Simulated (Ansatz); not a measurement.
Ansatz (a program for electronic structure) input (CCSD(T)/def2-SVPD):

Ansatz 0.2 input:
```yaml
crystal:
  periodic: [false, false, false]
  atoms:
    - {symbol: Sn, position_ang: [-0.00000000, -0.00000000, -0.00000000]}
    - {symbol: H, position_ang: [0.01229980, 0.01135681, 1.87957196]}
    - {symbol: H, position_ang: [-0.01229980, -0.01135681, -1.87957196]}
    - {symbol: H, position_ang: [1.77645116, -0.00682920, -0.01158372]}
    - {symbol: H, position_ang: [-0.88237217, 1.54187106, -0.00354216]}
    - {symbol: H, position_ang: [-0.89407900, -1.53504186, 0.01512588]}
basis:
  gaussian:
    orbitals: def2-SVPD
total_charge: -1
magnetization: {spin_polarized: false}
correlation: {method: ccsd_t, electrons: outside_noble_gas}
output: {forces: true}
```

Output:

```
Functional definition: HF
integrals: 0.06 GiB planned
821 factors; integrals over basis functions are off by at most 2.7e-4 eV
mean field: 0.17 GiB planned
mean field evaluation 1: about -5881.0720 eV, gradient 1.4e1 eV
mean field evaluation 2: about -5881.0772 eV, gradient 1.4e1 eV
mean field evaluation 4: about -5881.8695 eV, gradient 1.1e0 eV
mean field evaluation 8: about -5881.8763 eV, gradient 2.3e-4 eV
mean field evaluation 16: about -5881.8763 eV, gradient 1.6e-6 eV
mean field -5881.87625545 eV, -216.1549655090 hartree, gradient 1.6e-6 eV, S^2 0.000000; 0 other end points of the search recorded, 0 dependent functions left out
9 core orbitals not correlated
reference -5881.87625545 eV, -216.1549655090 hartree; 5, 5 occupied and 58, 58 virtual orbitals, 821 factors
densities: 0.21 GiB planned
second order -3.84228727 eV of doubles, -0.00000000 eV of singles
coupled cluster: 0.16 GiB planned
cycle   1  -4.59819517 eV  change   -7.6e-1 eV  update   6.8e-2
cycle   2  -4.88522904 eV  change   -2.9e-1 eV  update   2.4e-2
cycle   3  -4.89205153 eV  change   -6.8e-3 eV  update   5.6e-3
cycle   4  -4.89101730 eV  change    1.0e-3 eV  update   2.1e-3
cycle   5  -4.89073814 eV  change    2.8e-4 eV  update   7.2e-4
cycle   6  -4.89067408 eV  change    6.4e-5 eV  update   2.6e-4
cycle   7  -4.89073728 eV  change   -6.3e-5 eV  update   1.2e-4
cycle   8  -4.89076827 eV  change   -3.1e-5 eV  update   5.2e-5
cycle   9  -4.89075113 eV  change    1.7e-5 eV  update   1.6e-5
cycle  10  -4.89074962 eV  change    1.5e-6 eV  update   6.0e-6
cycle  11  -4.89074974 eV  change   -1.3e-7 eV  update   2.0e-6
perturbative correction -0.10187509 eV, -0.0037438405 hartree
the calculation of the forces begins
Total energy: -5886.86888029 eV, -216.3384410875 hartree
Atom 0 at    -0.000000    -0.000000    -0.000000 Å, force    -0.000000    -0.000000     0.000000 eV/Å
Atom 1 at     0.012300     0.011357     1.879572 Å, force     0.000522     0.000482     0.079772 eV/Å
Atom 2 at    -0.012300    -0.011357    -1.879572 Å, force    -0.000522    -0.000482    -0.079772 eV/Å
Atom 3 at     1.776451    -0.006829    -0.011584 Å, force     0.125157    -0.000481    -0.000816 eV/Å
Atom 4 at    -0.882372     1.541871    -0.003542 Å, force    -0.062166     0.108630    -0.000250 eV/Å
Atom 5 at    -0.894079    -1.535042     0.015126 Å, force    -0.062991    -0.108149     0.001066 eV/Å
Dipole moment:     0.000000     0.000000     0.000000 e Å
```
